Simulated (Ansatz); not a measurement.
`[C-]#[N+]CCCCCCCCCC=C`, relaxed as a singlet with RKS PBE-D4/def2-SVP in Ansatz, starting from the GFN2-xTB geometry. Force threshold 0.03 eV/Å.

Start:

```xyz
34

C     4.619   -1.973    5.035
N     3.687   -1.499    4.529
C     2.561   -0.961    3.895
C     2.130   -1.836    2.715
C     0.903   -1.255    2.016
C     0.476   -2.116    0.829
C    -0.816   -1.641    0.163
C    -0.686   -0.285   -0.529
C    -1.963    0.080   -1.286
C    -1.939    1.487   -1.888
C    -0.909    1.629   -3.004
C    -0.901    2.954   -3.703
C    -1.653    4.004   -3.435
H     2.811    0.048    3.549
H     1.755   -0.891    4.633
H     2.957   -1.913    2.006
H     1.911   -2.843    3.079
H     0.079   -1.189    2.730
H     1.133   -0.244    1.677
H     0.331   -3.143    1.176
H     1.279   -2.132    0.088
H    -1.111   -2.384   -0.582
H    -1.611   -1.592    0.911
H     0.159   -0.324   -1.220
H    -0.482    0.491    0.211
H    -2.132   -0.647   -2.085
H    -2.808    0.009   -0.597
H    -2.931    1.705   -2.292
H    -1.730    2.215   -1.102
H    -1.085    0.849   -3.753
H     0.094    1.459   -2.603
H    -0.180    3.013   -4.511
H    -1.563    4.914   -4.004
H    -2.387    4.012   -2.648
```

Problem. Estimate the energy that the relaxation releases and the steps that it takes.

Solution. 0.25 eV, in 5 steps; 20 s on 4 threads of Intel Xeon Platinum 8375C on a shared host. No frequencies were taken in this run, so the end may be a saddle point.

Problem. Does the start keep its bonding?

Solution. By distances, no bond broke or formed. The bond that changes most is C13–H34, from 1.08 to 1.10 Å (atoms count from 1).

Problem. Predict the relaxed structure.

Solution. 
```xyz
34

C     4.696   -1.944    5.116
N     3.740   -1.485    4.584
C     2.595   -0.972    3.920
C     2.153   -1.847    2.740
C     0.915   -1.292    2.032
C     0.463   -2.152    0.846
C    -0.819   -1.671    0.155
C    -0.711   -0.305   -0.532
C    -1.984    0.094   -1.288
C    -1.952    1.491   -1.922
C    -0.923    1.653   -3.042
C    -0.895    2.990   -3.734
C    -1.660    4.060   -3.455
H     2.823    0.059    3.571
H     1.770   -0.879    4.661
H     2.998   -1.934    2.023
H     1.955   -2.875    3.112
H     0.077   -1.206    2.761
H     1.125   -0.255    1.690
H     0.314   -3.196    1.200
H     1.288   -2.203    0.099
H    -1.122   -2.427   -0.602
H    -1.649   -1.644    0.897
H     0.157   -0.322   -1.228
H    -0.480    0.484    0.218
H    -2.193   -0.664   -2.077
H    -2.845    0.038   -0.587
H    -2.961    1.728   -2.325
H    -1.757    2.249   -1.130
H    -1.087    0.862   -3.812
H     0.102    1.447   -2.656
H    -0.156    3.074   -4.554
H    -1.559    4.995   -4.025
H    -2.420    4.048   -2.657
```
Bond lengths: 10 × C–C 1.34 to 1.54 Å; 2 × C–N 1.19 to 1.42 Å; 21 × C–H 1.10 to 1.12 Å.
